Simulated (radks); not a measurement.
N4+, configuration 2s1 2p2 (not the ground configuration). All-electron calculation, non-relativistic Kohn-Sham, revPBE, spin-polarised, spherical densities, point nucleus; open shells are filled with parallel spins first. Program: a radial shooting solver on a logarithmic mesh with Libxc functionals.

Local quantities along the radius. ELF = 1/(1 + alpha^2) is the electron localisation function; alpha = (tau - tau_W)/tau_unif compares the Pauli kinetic energy density with that of the uniform gas (summed over spins); r v_xc is r times the local exchange-correlation potential of spin up (hartree bohr); s = |grad rho|/(2 (3 pi^2)^(1/3) rho^(4/3)) is the reduced gradient; 4 pi r^2 rho is in e/bohr.

r (bohr)	ELF	alpha	r v_xc	s	4 pi r^2 rho
0.01162	0.751	0.5759	-0.09725	1.067	0.01705
0.01408	0.733	0.6038	-0.1035	1.081	0.02417
0.01706	0.710	0.6395	-0.1109	1.098	0.03400
0.02083	0.679	0.6882	-0.1198	1.120	0.04806
0.02525	0.640	0.7500	-0.1298	1.146	0.06624
0.03059	0.590	0.8329	-0.1411	1.178	0.09007
0.03706	0.528	0.9464	-0.1538	1.216	0.1205
0.04491	0.450	1.106	-0.1677	1.263	0.1580
0.05441	0.359	1.336	-0.1827	1.318	0.2024
0.06593	0.262	1.681	-0.1981	1.382	0.2520
0.07989	0.170	2.212	-0.2136	1.449	0.3038
0.0968	0.097	3.053	-0.2286	1.507	0.3536
0.1173	0.050	4.381	-0.2424	1.521	0.3979
0.1421	0.025	6.305	-0.2509	1.423	0.4385
0.1736	0.014	8.420	-0.2304	1.098	0.4922
0.2103	0.013	8.826	-0.1757	0.5734	0.5910
0.2548	0.022	6.655	-0.3094	0.1007	0.7963
0.3088	0.063	3.853	-0.3925	0.07169	1.175
0.3741	0.195	2.034	-0.4799	0.007139	1.760
0.4533	0.443	1.122	-0.5917	0.1499	2.497
0.5493	0.676	0.6926	-0.7085	0.3303	3.191
0.6656	0.806	0.4907	-0.7866	0.5255	3.547
0.8064	0.860	0.4040	-0.8158	0.7597	3.333
0.9771	0.867	0.3911	-0.7793	1.084	2.571
1.193	0.827	0.4570	-0.6590	1.619	1.535
1.446	0.703	0.6495	-0.5109	2.516	0.7119
1.752	0.430	1.151	-0.4550	4.232	0.2432
2.123	0.126	2.638	-0.4466	7.990	0.05781
2.572	0.014	8.267	-0.3162	17.49	0.008774
3.117	0.001	37.77	-0.1589	45.58	0.0007717

On this mesh the ELF has minima near r = 0.19 bohr, which separate the shells, and maxima near 0.89 (0.87).
